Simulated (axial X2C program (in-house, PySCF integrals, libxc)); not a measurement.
Spectroscopic constants of CoS⁻ in the non-relativistic limit (speed of light times 100)

All values were computed with an in-house relativistic program for diatomic molecules. The Hamiltonian is the X2C one with the speed of light multiplied by 100, which is the non-relativistic limit. Basis: Co dyall-av3z [10s10p7d3f2g], S dyall-av3z [9s8p3d2f] (cores contracted in-house); Gaussian nuclei, density fitting, unrestricted open shells. Masses: Co 58.933 u, S 31.972 u.

State, non-rel.: M_S = 2, Λ = 2 (beyond evenly filled blocks: σα, π+α, π-α, δ+α, δ+β, δ-α); electrons by block: σα: 12, σβ: 11, π+α: 5, π+β: 4, π-α: 5, π-β: 4, δ+α: 1, δ+β: 1, δ-α: 1. Fragments: Co + S-.

| Hamiltonian | level | Re (Å) | ωe (cm⁻¹) | De (eV) | μ (D) |
| --- | --- | --- | --- | --- | --- |
| non-rel. | PBE0 | 2.069 | 460.3 | 2.97 | -1.56 |
| non-rel. | HF | 2.185 | 432.2 | 1.63 | -4.70 |
| non-rel. | MP2 | 2.107 | 442.3 | 2.59 | n/a |
| non-rel. | PBE | 2.062 | 449.1 | 3.43 | 0.28 |
| non-rel. | TPSS | 2.062 | 451.2 | 3.14 | -0.11 |

Correlated methods: 16 electrons correlated (number of frozen shells: Co 3 s, 2 p; S 2 s, 1 p), 280 virtual spin orbitals or spinors in MP2.

Dipoles are positive if S is the positive end and refer to the centre of mass.

The state is one determinant whose occupation by symmetry is held fixed; it was picked as the lowest of a PBE0 search that is not exhaustive. Dissociation energies refer to the lowest single-determinant-based atoms at the same level and basis. PBE0 can misorder states that lie within some tenths of an eV, so this need not be the ground state of the molecule. The nearest other spin-free determinant of the search, M_S = 1, Λ = 3, lies 0.20 eV up at the distance of the search. The functionals have no current-density term, which raises determinants with orbital currents, atoms included. At some level and bond length an empty orbital lies below a filled one. Some points did not converge and are left out. The highest occupied level of some functionals is positive through self-interaction error; at Hartree–Fock it is bound. The stretched end of a curve changes character and is left out. Hartree–Fock gets electron affinities wrong, so its lowest charge split need not be the true one.

Rough cost a point (non-rel.) on 1 thread(s) of a shared host, integrals apart: PBE0 2.3 s, HF 1.2 s, PBE 1.7 s, TPSS 4 s.

The whole task took 3.9 min on 1 thread of Arm Neoverse N1 (shared host).
